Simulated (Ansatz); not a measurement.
System: 1,1,1-trifluoroethane, C2H3F3, charge 0, multiplicity 1. 
Geometry from a B3LYP-D3(BJ)/def2-TZVP (Ansatz, a first-principles code) optimisation:
SMILES: FC(F)(F)C
```xyz
8

C     -1.4757    -0.0186     0.0562
C      0.0246     0.0003    -0.0009
F      0.5756    -0.1412     1.2237
F      0.5104    -0.9973    -0.7704
F      0.4930     1.1584    -0.5135
H     -1.8076    -0.9670     0.4743
H     -1.8219     0.7996     0.6848
H     -1.8753     0.0980    -0.9493
```

Atomisation energy built up term by term with Ansatz (kcal/mol; UHF references for open shells; valence terms freeze the core; atomic spin-orbit terms are left out). CBS(X,Y): correlation extrapolated as X^-3; Hartree-Fock from the larger set (for Q and 5 zeta extrapolated as (X+1)exp(-9√X)).

| term | basis | kcal/mol |
|---|---|---|
| Hartree-Fock | CBS(cc-pVQZ,cc-pV5Z) | 544.53 |
| CCSD correlation | CBS(cc-pVQZ,cc-pV5Z) | 200.46 |
| (T) | CBS(cc-pVQZ,cc-pV5Z) | 14.91 |
| core correlation | cc-pwCVTZ | 2.36 |
| scalar relativity (X2C) | cc-pVTZ-DK against cc-pVTZ | -0.87 |
| sum: De |  | 761.4 |

(T) makes 2.0 % of the CCSD(T) atomisation energy; under 5 % is typical of single-reference molecules.
